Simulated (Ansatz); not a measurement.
A made-up structure of Si$_{2}$OF (charge -1), closed shell:

```tsv
atom	x (Å)	y (Å)	z (Å)
O1	-2.1704	0.9856	0.6370
Si2	-0.8458	0.2928	0.2562
Si3	1.7136	-1.4483	-0.4447
F4	1.3026	0.1700	-0.4486
```

It is relaxed with PBE-D4/def2-SVPD and then PBE0-D4/def2-TZVPD (Ansatz 0.2.0). Atoms count as bonded within 1.22 times the sum of their covalent radii (H–H: 0.88 Å). The end point is not checked to be a true minimum.

Q: Does its bonding change? (A judgement: the text doesn't fix the answer.)

A: Computed: Yes. Formed: Si2–Si3; broken: none.

Where it ends: The first stage lowers the energy by 2.06 eV in 13 steps. It ends as Si₂OF ([O][Si][Si][F]), total charge -1:
```xyz
4
angstrom
O -2.2850 0.5927 0.7181
Si -0.8412 0.3055 0.2570
Si 0.9609 -0.9719 -0.2407
F 2.1653 0.0737 -0.7345
```

Labels in which every atom is bracketed show which atoms are joined, not bond orders.

For scale, one of the runs: PBE0-D4/def2-TZVPD relaxation, 166 basis functions, launched by `ansatz run in.yaml --threads 2 --pin off --events-out ev --progress --plain --max-ram 4352MiB`. Hardware: 2 CPU threads of an Arm Neoverse V1, shared host. Wall time about 29 s.
